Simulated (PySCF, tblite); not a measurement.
Isomers of C6H7FS. Computed with GFN2-xTB (tblite): harmonic, unscaled wavenumbers at the GFN2-xTB geometry, gas phase. Against measured fundamentals such values can be off by several per cent, at times by over 20. One conformer each.

Electronic energies: PBE0/pcSseg-1 single points on the GFN2-xTB geometries (PySCF, gas phase).

```json
{"SMILES": "FCCc1cccs1", "electronic energy, lowest = 0 (kcal/mol)": "0.0"}
{"SMILES": "C#CC[C@@H](F)SC=C", "electronic energy, lowest = 0 (kcal/mol)": "61.2"}
{"SMILES": "F[C@@H]1CC=CC(=S)C1", "electronic energy, lowest = 0 (kcal/mol)": "4.9"}
```

Q: How do GFN2-xTB zero-point energies change the relative energies?

A: 
```tsv
SMILES	ZPE (kcal/mol)	of it from modes above 1550 cm⁻¹	electronic (kcal/mol)	with ZPE, lowest = 0 (kcal/mol)	lowest mode (cm⁻¹)	rings
FCCc1cccs1	70.8	32.7	0.0	0.0	20	1
F[C@@H]1CC=CC(=S)C1	71.3	32.2	4.9	5.5	77	1
C#CC[C@@H](F)SC=C	67.4	36.5	61.2	57.8	33	0
```

The zero-point energies span 3.9 kcal/mol, from `C#CC[C@@H](F)SC=C` to `F[C@@H]1CC=CC(=S)C1`. The order is unchanged.

Q: And how do the electronic energies of GFN2-xTB itself compare?

A: `FCCc1cccs1` 0.0; `F[C@@H]1CC=CC(=S)C1` 4.4; `C#CC[C@@H](F)SC=C` 61.0 kcal/mol, lowest = 0. Against the energies above, taken from the same isomer `FCCc1cccs1`, the largest difference is 0.5 kcal/mol.
